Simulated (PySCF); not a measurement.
# Structure from 2D NMR

Compound of formula C5H9N3. Correlations simulated from computed shifts and the bond graph:

HSQC (one-bond C–H):
```
  δH     δC
7.37  135.8
4.19   41.4
2.81   23.8
1.24   20.2
```

COSY cross peaks (H two or three bonds apart, from the bond graph; peaks can be absent where the dihedral angle is near 90°):
```
  δH    δH
2.81  1.24
```

HMBC (two and three bonds, from the bond graph):
```
  δH                  δC
7.37         156.8, 23.8
2.81  156.8, 135.8, 20.2
1.24         156.8, 23.8
```

Carbons without hydrogens: δ 156.8.

A single conformation, rapidly exchanging positions averaged, relativity neglected, isolated molecule. Shielding tensors at PBE0/pcSseg-1 (GIAO); coordinates at the GFN2-xTB level; PySCF 2.14.0 with density-fitted response routines.

Chemical shifts δ = σref − σ; $^{1}$H (σref 31.72) and $^{13}$C (σref 186.93) against TMS, all at this level.

Exchangeable hydrogens are left out of these lists.

**Question.** Work out the connectivity.

**Answer.** SMILES CCc1cnn(C)n1.

Mapped SMILES: `[CH3:1][CH2:2][c:3]1[cH:4][n:5][n:6]([CH3:7])[n:8]1` (H(Xn): hydrogen on atom n).

1. δC 156.8 is C3, a substituted aromatic carbon next to a ring nitrogen.
2. δC 135.8 is C4, an aromatic CH next to a ring nitrogen (δH 7.37).
3. δC 41.4 is C7, a methyl carbon bonded to N (δH 4.19).
4. δC 23.8 is C2, an sp3 CH2 on an aromatic ring (δH 2.81).
5. δC 20.2 is C1, a methyl carbon (δH 1.24).
6. HMBC from δH 7.37 reaches the proton-free carbon C3.
7. HMBC from δH 2.81 reaches the proton-free carbon C3.
8. HMBC from δH 1.24 reaches the proton-free carbon C3.
9. COSY links 2.81–1.24.

This is the structure that produced the data.

Shifts are as computed. Against solution values, carbons near 30 ppm lie about +3 ppm off and those near 130 ppm about +5 ppm. Of 1211 compounds with measured shifts, 218 miss one by over three times the rms of a fit or turn the order of signals round; such compounds aren't used in these exercises.
